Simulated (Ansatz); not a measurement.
C2H9FSi2 can be A, `C[SiH2]C[SiH2]F`, or B, `CC([SiH3])[SiH2]F`.

Program: Ansatz. Geometries: PBE0-D4/def2-TZVP. ΔE: electronic, gas phase. CCSD(T)/CBS adds triple-zeta CCSD(T) − MP2 to the extrapolated MP2 energy (def2 sets, frozen cores). Functionals use def2-TZVPP. B3LYP here is the variant with VWN-RPA as its local correlation; programs differ in this. Each species was taken in one conformer, which may not be the lowest.

(1) Which is lower in electronic energy at CCSD(T)/CBS, and by how much? (An estimate is asked.)

(2) Give E(B) − E(A) in kJ/mol with HF/def2-TZVPP, MP2/def2-TZVPP, CCSD(T)/def2-TZVPP, PBE0-D4, B2PLYP, ωB97M-V, B3LYP-D4. (Estimate.)

Largest T1 diagnostic: 0.011.

## Answers

(1) The calculation gave: A, by 58.7 kJ/mol.

(2) Computed: HF/def2-TZVPP 61.3, MP2/def2-TZVPP 58.5, CCSD(T)/def2-TZVPP 57.1, PBE0-D4 58.8, B2PLYP 60.9, ωB97M-V 59.8, B3LYP-D4 57.8. None reverses the order clearly.

The D4 term adds −4.6 kJ/mol with B3LYP and −2.4 kJ/mol with PBE0; it sums over pairs of atoms, weighted by their polarisabilities, and B3LYP, whose exchange is more repulsive, gets the larger term.
